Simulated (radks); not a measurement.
Values are calculated unless marked as measured or tabulated.
Spin polarisation of the 5d1 shell in neutral lanthanum. Start: [Xe] 5d(up 0.5, down 0.5) 6s2; electrons of 5d are moved from spin down to spin up, other shells keep equal spins. Level of theory: scalar-relativistic Kohn-Sham, PBE, spin-polarised, spherical densities, finite nucleus; Fermi nuclear charge, rms radius of each element as measured or else 0.836 A^(1/3) + 0.57 fm (a radial shooting solver on a logarithmic mesh with Libxc functionals).

| moment (Bohr magnetons) | E - E(0) (eV) | e(5d up) (eV) | e(5d down) (eV) | 6s down minus up (eV) | 5p down minus up (eV) |
|---|---|---|---|---|---|
| 0 | 0.000 | -3.091 | -3.091 | 0.000 | 0.000 |
| 0.25 | -0.008 | -3.150 | -3.028 | 0.078 | 0.102 |
| 0.5 | -0.030 | -3.206 | -2.962 | 0.156 | 0.204 |
| 0.75 | -0.068 | -3.258 | -2.893 | 0.233 | 0.306 |
| 1 | -0.122 | -3.306 | -2.821 | 0.311 | 0.408 |

At moment 1 the spin-polarisation energy is -0.122 eV and the 5d exchange splitting 0.486 eV, that is 0.486 eV per Bohr magneton; E = -I m^2/4 would give I = 0.486 eV.
